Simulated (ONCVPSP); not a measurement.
## gadolinium (Gd): from the effect back to the setting (ONCV)

Base potential:

* Element: Gd
* Generator: ONCVPSP 4.0.1
* Type: optimised norm-conserving Vanderbilt (ONCV)
* Functional: PW91
* Relativity: scalar-relativistic
* Frozen core: [Kr] 4d10
* Valence charge: 18
* Reference configuration: 4f6 5s2 5p6 5d2 6s2
* Partial waves: 5s+6s: rc 2.35 bohr, ncon 3, nbas 6, qcut 4.3 1/bohr, 2 projectors; 5p: rc 2.30 bohr, ncon 3, nbas 6, qcut 6.8 1/bohr, 2 projectors, debl 2.4 Ha; 5d: rc 2.25 bohr, ncon 5, nbas 10, qcut 4.6 1/bohr, 1 projector; 4f: rc 1.35 bohr, ncon 5, nbas 9, qcut 12 1/bohr, 3 projectors, debl 0.6 Ha
* Local potential: polynomial inside 1.25 bohr (lpopt 1, dvloc0 2 Ha)
* Core correction: none

Cutoffs, loose and tight: the cutoffs (Ha) at which the residual kinetic energy of the hardest occupied pseudo-wave falls to 1 and 0.1 mHa per electron. They do not see the model core or the augmentation charge, which bear on the density cutoff. Test errors are all-electron minus pseudo excitation energies from the reference, over the configurations 4f7 5s2 5p6 5d1 6s2; 4f7 5s2 5p6 5d1 6s1; 4f7 5s2 5p6 5d1 6s0; 4f7 5s2 5p5 5d1 6s2; variants that change the core or the reference have their own tests. The largest error is taken over the tests solved by every variant that gives reliable tests at all, those not shown here included: 4f7 5s2 5p5 5d1 6s2; 4f7 5s2 5p6 5d1 6s0; 4f7 5s2 5p6 5d1 6s1.

Only the scale of all radii (base = 1) is moved (1 further runs of the sweep failed or gave no value and are left out):

```csv
scale of all radii (base = 1),"cutoff, loose","cutoff, tight",bound ghosts,largest test error (meV)
0.82,267 Ha,295 Ha,s,4 of 4 tests not solved or not reliable
0.88,217 Ha,249 Ha,none,+128
0.98,76 Ha,182 Ha,none,+242
1.23,59 Ha,64 Ha,none,+522
```

Q: One more run gave cutoff, loose: 65 Ha; cutoff, tight: 72 Ha; bound ghosts: none; largest test error (meV): +356. Which value of the scale of all radii (base = 1) was used?

A: 1.08. The loose cutoff moves one way along this sweep, from 267 Ha at 0.82 to 59 Ha at 1.23, which places the run between 0.98 and 1.23.
